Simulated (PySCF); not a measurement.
## Ge₂⁺: frontier orbitals

PBE0 at R = 2.420 Å; PySCF, scalar-relativistic core potentials, basis sets Ge cc-pVTZ-PP with ECP10. State: ⁴Σg⁻ (quartet), unpaired electrons σ ↑, π ↑↑. Only the outer orbitals are listed.

| spin | orbital | occ. | ε (eV) | main shells (%) |
| --- | --- | --- | --- | --- |
| α | σg | 1 | -22.25 | 90 s, 8 p |
| α | σu | 1 | -18.40 | 94 s |
| α | σg | 1 | -12.89 | 90 p, 10 s |
| α | πu | 1 | -12.27 | 95 p |
| α | πu | 1 | -12.27 | 95 p |
| α | πg | 0 | -8.26 | 98 p |
| α | πg | 0 | -8.26 | 98 p |
| α | σu | 0 | -5.11 | 102 p, 8 d |
| β | σg | 1 | -20.16 | 93 s |
| β | σu | 1 | -16.63 | 95 s |
| β | σg | 0 | -9.48 | 91 p, 8 s |
| β | πu | 0 | -9.07 | 97 p |
| β | πu | 0 | -9.07 | 97 p |

Task: Which are the highest filled and the lowest empty level, where do they sit, and how wide is the gap?

Result: Highest filled α πu at -12.27 eV (in %: 95 p); lowest empty β σg at -9.48 eV (in %: 91 p, 8 s); the gap at PBE0 is 2.79 eV.

* bond order (Mayer): 1.70
* ⟨S²⟩: 3.752
* polarisability along the bond: 95.1 bohr³
* polarisability across the bond: 38.9 bohr³

Shares are Mulliken populations and can fall outside 0 to 100 %.

Spin–orbit coupling is left out. The state is the lowest determinant that a PBE0 search found; another state may lie lower at other levels.
